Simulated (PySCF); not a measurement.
## MoCl₃⁺, triplet: data card

Level of theory: UPBE/[Mo def2-SVP with ECP28, Cl def2-SVP], scalar-relativistic core potentials, density fitting, no spin–orbit coupling, PySCF.

The structure is a minimum.

```xyz
4
charge 1 multiplicity 3, angstrom
Mo    0.0624    0.0000    0.0000
Cl    2.2482   -0.0006    0.0000
Cl   -1.2112    1.7930    0.0000
Cl   -1.2122   -1.7924    0.0000
```

- Point group: C2v
- Bond lengths: Mo–Cl 2.186 Å, Mo–Cl 2.199 Å (×2)
- Bond angles: Cl–Mo–Cl 109.2°, Cl–Mo–Cl 125.4° (×2)
- Spin squared ⟨S²⟩: 2.020
- Principal quadrupole moments (Buckingham, traceless) about the centre of mass: -6.59, 1.35, 5.24 D Å
- Heat capacity Cp at 298.15 K: 75.1 J/(mol K)
- Rotational constants: 0.075, 0.06025, 0.03341 cm⁻¹
- Enthalpy at 298.15 K above 0 K: 18.26 kJ/mol
- Zero-point energy: 9.3 kJ/mol
- Rotational symmetry number: 2
- Principal polarisabilities: 38.1, 86.6, 88.8 bohr³
- Highest occupied level (α): -11.77 eV
- Entropy at 298.15 K and 1 bar (electronic part: spin only): 362.6 J/(mol K)
- Dipole moment about the centre of mass: 0.70 D
- Lowest empty level (α): -11.54 eV

Harmonic modes (masses in u: Mo 97.905, Cl 34.969):
| symmetry | ω (cm⁻¹) | IR (km/mol) | μ (u) | type |
| --- | --- | --- | --- | --- |
| b1 | 47 | 3.2 | 52.32 | bend |
| b2 | 52 | 6.4 | 40.17 | bend |
| a1 | 121 | 0.1 | 37.90 | bend |
| a1 | 405 | 0.0 | 34.97 | stretch |
| b2 | 441 | 98.5 | 43.85 | stretch |
| a1 | 490 | 60.2 | 46.95 | stretch |

In C2v the vibrations span b1 + 2b2 + 3a1. Here b1 is antisymmetric to the molecular plane and b2 lies in it.

Charges (e):
```csv
atom,Mulliken,Löwdin,polar tensor,spin (Mulliken),Mayer order to Mo1
Mo1,0.69,-0.41,1.83,2.05,–
Cl2,0.11,0.49,-0.27,-0.10,1.59
"Cl3,4",0.10,0.46,-0.28,0.03,1.57
```

Mulliken populations on Mo1 (electrons outside its core potential): s 2.43, p 6.44, d 4.41, f 0.03.

Outer orbital energies (eV). α occupied: -15.53, -15.17, -14.76, -14.74, -14.57, -14.06, -12.56, -11.77; empty: -11.54, -10.32, -9.95, -5.64. β occupied: -16.27, -15.93, -15.35, -14.76, -14.75, -14.62, -14.44, -14.08; empty: -10.80, -10.44, -10.19, -9.78.

This need not be the most stable arrangement of these atoms. Open d and f shells are described by one determinant, and the ground state may have another occupation or spin.

The final relaxation and frequency run took 50 s on 2 threads of a shared Intel Xeon 6975P-C (Granite Rapids) host, with 85 basis functions and 12 gradients; the process peaked at 0.92 GiB.
